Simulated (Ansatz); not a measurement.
`BC#N` and `N#[C][SnH3]` differ in one atom or group.

Ansatz, PBE0-D4/def2-TZVP geometries, multiplicity 1. 

Elements past krypton have def2 core potentials.

```csv
property,`BC#N`
size of the dipole moment (PBE/def2-TZVPP) / D,2.57
HOMO energy (PBE0/def2-TZVPP) / eV,-9.75
LUMO energy (PBE0/def2-TZVPP) / eV,-3.35
HOMO–LUMO gap (ωB97M-V/def2-TZVPP) / eV,10.77
HOMO energy (B3LYP/def2-TZVPP) / eV,-9.52
HOMO energy (PBE/def2-TZVPP) / eV,-8.40
```

**Question.** Give the same properties after the change, and the shifts. (Estimate.)

**Answer.** Computed: 
```tsv
property	`N#[C][SnH3]`	shift
size of the dipole moment (PBE/def2-TZVPP) / D	4.15	1.58
HOMO energy (PBE0/def2-TZVPP) / eV	-9.53	0.22
LUMO energy (PBE0/def2-TZVPP) / eV	-0.35	3.00
HOMO–LUMO gap (ωB97M-V/def2-TZVPP) / eV	12.81	2.04
HOMO energy (B3LYP/def2-TZVPP) / eV	-9.28	0.24
HOMO energy (PBE/def2-TZVPP) / eV	-8.23	0.17
```

With PBE0 the HOMO rises by 0.22 eV and the LUMO rises by 3.00 eV, so the gap widens by about 2.78 eV. PBE moves the HOMO by 0.17 eV and ωB97M-V by 0.26 eV. The zero-point energy changes by 0.2 kJ/mol with +3 modes. Dipoles are sizes alone; their direction can turn.

B3LYP here is the variant with VWN-RPA as its local correlation; programs differ in this.
